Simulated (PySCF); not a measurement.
PySCF 2.14 output of an unrestricted LDA calculation on a single atom or ion in aug-cc-pVTZ-DK3 (9s8p6d3f, 84 functions), with the spin-free X2C one-electron Hamiltonian (Gaussian nucleus):

```
SCF conv_tol = 1e-09
number electrons alpha = 41  beta = 40
    P. A. M. Dirac.,  Math. Proc. Cambridge Philos. Soc. 26, 376 (1930)
    F. Bloch.,  Z. Phys. 57, 545 (1929)
    S. H. Vosko, L. Wilk, and M. Nusair.,  Can. J. Phys. 58, 1200 (1980)
cycle= 1 E= -20235.4483333183  delta_E= -0.0176  |g|= 0.0603  |ddm|= 0.511
cycle= 2 E= -20235.4480774656  delta_E= 0.000256  |g|= 0.0636  |ddm|= 0.167
cycle= 3 E= -20235.4494021265  delta_E= -0.00132  |g|= 0.00299  |ddm|= 0.0856
cycle= 4 E= -20235.449406983  delta_E= -4.86e-06  |g|= 4.33e-05  |ddm|= 0.00645
cycle= 5 E= -20235.4494069854  delta_E= -2.42e-09  |g|= 4.68e-06  |ddm|= 0.000543
cycle= 6 E= -20235.4494069854  delta_E= -7.28e-12  |g|= 3.03e-07  |ddm|= 4.01e-05
converged SCF energy = -20235.4494069854  <S^2> = 0.75058004  2S+1 = 2.00058
```

The run itself started from symmetry-adapted Hartree-Fock orbitals and held the occupation by maximum overlap, on a logarithmic radial grid, so the iterations belong to that start.

Task: Which element, charge and spin multiplicity is this?

Result: Tl (thallium, neutral), multiplicity 2; the state was [Xe] 4f14 5d10 6s2 6p1, 2P determinant.

Spin-orbit coupling, absent here, splits the open shell strongly.
